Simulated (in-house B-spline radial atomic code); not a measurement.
## BLYP excitations of Sr

Method: BLYP. Computed with an all-electron radial atomic-structure program (B-spline basis): linear response of the closed shell [Kr] 5s2 with the functional's adiabatic kernel; scalar-relativistic (spin-free one-electron X2C), finite nucleus, no spin-orbit coupling, no double excitations, S, P, D and F terms only; shells from n = 3 respond.

Command:
```bash
python run_td.py task.json out
```
Settings (radii: box in bohr, nucleus in fm):
```
Z                        38
electrons                38
configuration            [Kr] 5s2
hamiltonian              x2c
method                   b88,lyp
box_radius               75
rms_radius               4.224
intervals                77
```

Cost of the run: 2.1 s on 1 thread of Arm Neoverse N1, on a shared host.

The lowest states, in the order of their Tamm-Dancoff energies; the method's threshold (minus the highest occupied level) is 3.375 eV. Labels give the largest channel, * marks a mixed state, and oscillator strengths are full-response dipole values. Measured ¹D terms are left out, since they can mix with doubly excited terms. Semilocal kernels can invert the small singlet-triplet splittings of Rydberg terms. Energies in eV:

```json
{"state": "5s → 4d 3D", "full response": "1.723", "Tamm-Dancoff": "1.797", "oscillator strength": "-", "measured (J-weighted term)": "2.263"}
{"state": "5s → 5p 3P", "full response": "1.867", "Tamm-Dancoff": "1.912", "oscillator strength": "-", "measured (J-weighted term)": "1.823"}
{"state": "5s → 4d 1D", "full response": "?", "Tamm-Dancoff": "?", "oscillator strength": "-", "measured (J-weighted term)": "-"}
{"state": "5s → 5p 1P", "full response": "?", "Tamm-Dancoff": "?", "oscillator strength": "?", "measured (J-weighted term)": "?"}
{"state": "5s → 6s 3S", "full response": "3.208", "Tamm-Dancoff": "3.208", "oscillator strength": "-", "measured (J-weighted term)": "3.600"}
{"state": "5s → 6s 1S", "full response": "3.266", "Tamm-Dancoff": "3.271", "oscillator strength": "-", "measured (J-weighted term)": "3.793"}
```

Q: Where does 5s → 4d 1D lie?

A: At 2.368 eV in full response, 2.380 eV in Tamm-Dancoff.

Q: Where does 5s → 5p 1P lie?

A: At 2.811 eV in full response, 2.929 eV in Tamm-Dancoff, oscillator strength 1.7; measured 2.690 eV.

Q: How large is the singlet-triplet splitting of 5s → 4d (D terms) in Tamm-Dancoff?

A: 0.583 eV, from the unrounded values.

Q: What polarisabilities and dispersion coefficient does the method give?

A: Dipole 183.1 bohr³, quadrupole 5003 bohr⁵, C6 2853 hartree·bohr⁶ for two such species. Recommended dipole value: 197.2 ± 0.2 bohr³ (Schwerdtfeger and Nagle, table of static dipole polarizabilities (2023 update)), which includes relativity and correlation.
